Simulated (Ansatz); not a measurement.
Start from `[SiH3][CH](S)[SbH2]` and change one atom or group to get `[SiH3]OC([SiH3])S`.

Ansatz, PBE0-D4/def2-TZVP geometries, multiplicity 1. Each molecule was computed in one conformer, which needn't be the lowest.

Elements past krypton have def2 core potentials.

| property | `[SiH3][CH](S)[SbH2]` |
| --- | --- |
| HOMO–LUMO gap (PBE/def2-TZVPP) / eV | 3.71 |
| HOMO–LUMO gap (ωB97M-V/def2-TZVPP) / eV | 9.43 |
| HOMO–LUMO gap (PBE0/def2-TZVPP) / eV | 5.61 |
| HOMO–LUMO gap (B3LYP/def2-TZVPP) / eV | 5.20 |
| size of the dipole moment (PBE/def2-TZVPP) / D | 1.36 |
| LUMO energy (ωB97M-V/def2-TZVPP) / eV | 0.66 |

(1) What does the change do to each property? (An estimate is asked.)

Answers

(1) Ansatz gave: 
```csv
property,`[SiH3]OC([SiH3])S`,shift
HOMO–LUMO gap (PBE/def2-TZVPP) / eV,5.04,1.33
HOMO–LUMO gap (ωB97M-V/def2-TZVPP) / eV,11.08,1.65
HOMO–LUMO gap (PBE0/def2-TZVPP) / eV,7.15,1.54
HOMO–LUMO gap (B3LYP/def2-TZVPP) / eV,6.70,1.50
size of the dipole moment (PBE/def2-TZVPP) / D,0.27,-1.09
LUMO energy (ωB97M-V/def2-TZVPP) / eV,1.51,0.85
```

With PBE0 the HOMO falls by 0.71 eV and the LUMO rises by 0.83 eV, so the gap widens by about 1.54 eV. PBE moves the HOMO by -0.61 eV and ωB97M-V by -0.80 eV. Dipoles are sizes alone; their direction can turn.

B3LYP here is the variant with VWN-RPA as its local correlation; programs differ in this.

Spin–orbit coupling is left out; it splits and shifts lone-pair levels of the heavy atoms by tenths of an eV.
